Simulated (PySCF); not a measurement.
H₂BFS₂ (SMILES FB(S)S), singlet, geometry from GFN2-xTB; DF-PBE/cc-pVDZ in PySCF.

Here is a job for PySCF.
```python
from pyscf import gto, scf, dft

mol = gto.Mole()
mol.atom = '''
    B    -0.33769502   -0.17264579   -0.01186706
    F    -1.51149159   -0.77274655   -0.05311588
    S    -0.22763847    1.44754338   -0.79788070
    H     1.05430138    1.69941210   -0.54902815
    S     0.99490062   -1.05528239    0.82484334
    H     1.96140358   -0.15763998    0.65500414
'''
mol.basis = 'cc-pvdz'
mol.verbose = 4
mol.max_memory = 1800
mol.build()

mf = dft.RKS(mol)
mf.xc = 'pbe'
mf = mf.density_fit(auxbasis='def2-universal-jkfit')
mf.kernel()
```

It wrote (shortened):

```
PySCF version 2.14.0

[INPUT] verbose = 4
[INPUT] num. atoms = 6
[INPUT] num. electrons = 48
[INPUT] charge = 0
[INPUT] spin (= nelec alpha-beta = 2S) = 0
[INPUT] symmetry False subgroup None
[INPUT] Mole.unit = angstrom
[INPUT] Symbol           X                Y                Z      unit          X                Y                Z       unit  Magmom
[INPUT]  1 B     -0.337695020000  -0.172645790000  -0.011867060000 AA   -0.638151101430  -0.326253259659  -0.022425493304 Bohr   0.0
[INPUT]  2 F     -1.511491590000  -0.772746550000  -0.053115880000 AA   -2.856305144683  -1.460279343203  -0.100374466065 Bohr   0.0
[INPUT]  3 S     -0.227638470000   1.447543380000  -0.797880700000 AA   -0.430174363715   2.735460541627  -1.507776003076 Bohr   0.0
[INPUT]  4 H      1.054301380000   1.699412100000  -0.549028150000 AA    1.992340860951   3.211423441772  -1.037512838177 Bohr   0.0
[INPUT]  5 S      0.994900620000  -1.055282390000   0.824843340000 AA    1.880089692960  -1.994194701176   1.558728008272 Bohr   0.0
[INPUT]  6 H      1.961403580000  -0.157639980000   0.655004140000 AA    3.706515585941  -0.297896388482   1.237778435056 Bohr   0.0

nuclear repulsion = 187.384979908077
number of shells = 26
number of NR pGTOs = 148
number of NR cGTOs = 74
basis = cc-pvdz
ecp = {}

******** <class 'pyscf.df.df_jk.DFRKS'> ********
method = DFRKS
initial guess = minao
damping factor = 0
level_shift factor = 0
DIIS = <class 'pyscf.scf.diis.CDIIS'>
diis_start_cycle = 1
diis_space = 8
diis_damp = 0
SCF conv_tol = 1e-09
SCF conv_tol_grad = None
SCF max_cycles = 50
direct_scf = False
XC library pyscf.dft.libxc version 7.1.2
    S. Lehtola, C. Steigemann, M. J. T. Oliveira, and M. A. L. Marques,  SoftwareX 7, 1–5 (2018)
XC functionals = pbe
    J. P. Perdew, K. Burke, and M. Ernzerhof,  Phys. Rev. Lett. 77, 3865 (1996)
    J. P. Perdew, K. Burke, and M. Ernzerhof,  Phys. Rev. Lett. 78, 1396 (1997)
    J. P. Perdew, K. Burke, and M. Ernzerhof,  Phys. Rev. Lett. 77, 3865 (1996)
    J. P. Perdew, K. Burke, and M. Ernzerhof,  Phys. Rev. Lett. 78, 1396 (1997)
radial grids:
    Treutler-Ahlrichs [JCP 102, 346 (1995); DOI:10.1063/1.469408] (M4) radial grids

becke partition: Becke, JCP 88, 2547 (1988); DOI:10.1063/1.454033
pruning grids: <function nwchem_prune>
grids dens level: 3
symmetrized grids: False
atomic radii adjust function: <function treutler_atomic_radii_adjust>
small_rho_cutoff = 0
Set gradient conv threshold to 3.16228e-05
Initial guess from minao.
tot grids = 85688
init E= -922.290457314328
  HOMO = -0.283074371905202  LUMO = -0.0751137613138635  gap/eV = 5.65890
cycle= 1 E= -921.874439036069  delta_E= 0.416  |g|= 0.475  |ddm|= 2.31
  HOMO = -0.210627114301167  LUMO = -0.0359794554571522  gap/eV = 4.75240
cycle= 2 E= -921.749883635401  delta_E= 0.125  |g|= 0.982  |ddm|= 1.19
  HOMO = -0.22023522592874  LUMO = -0.033695278483084  gap/eV = 5.07601
cycle= 3 E= -921.916564557287  delta_E= -0.167  |g|= 0.115  |ddm|= 0.812
  HOMO = -0.236481564559328  LUMO = -0.0402152813579004  gap/eV = 5.34068
cycle= 4 E= -921.920090107985  delta_E= -0.00353  |g|= 0.0215  |ddm|= 0.132
  HOMO = -0.236086210830419  LUMO = -0.040955612400257  gap/eV = 5.30977
cycle= 5 E= -921.920174530216  delta_E= -8.44e-05  |g|= 0.0114  |ddm|= 0.0276
  HOMO = -0.235686115608027  LUMO = -0.0404480061052372  gap/eV = 5.31270
cycle= 6 E= -921.920213613799  delta_E= -3.91e-05  |g|= 0.00307  |ddm|= 0.012
  HOMO = -0.235637911134972  LUMO = -0.0403695274362867  gap/eV = 5.31352
cycle= 7 E= -921.920216656444  delta_E= -3.04e-06  |g|= 0.000757  |ddm|= 0.00347
  HOMO = -0.235632977580574  LUMO = -0.0403837556046702  gap/eV = 5.31300
cycle= 8 E= -921.920216802063  delta_E= -1.46e-07  |g|= 7.1e-05  |ddm|= 0.000653
  HOMO = -0.235632993880992  LUMO = -0.0403837032623731  gap/eV = 5.31300
cycle= 9 E= -921.92021680333  delta_E= -1.27e-09  |g|= 7.77e-06  |ddm|= 8.36e-05
  HOMO = -0.23563308170778  LUMO = -0.0403840232956192  gap/eV = 5.31300
cycle= 10 E= -921.920216803346  delta_E= -1.57e-11  |g|= 2.18e-06  |ddm|= 7.83e-06
  HOMO = -0.235633287853049  LUMO = -0.0403840572001855  gap/eV = 5.31300
Extra cycle  E= -921.920216803343  delta_E= 2.5e-12  |g|= 4.37e-06  |ddm|= 5.86e-06
converged SCF energy = -921.920216803343
```
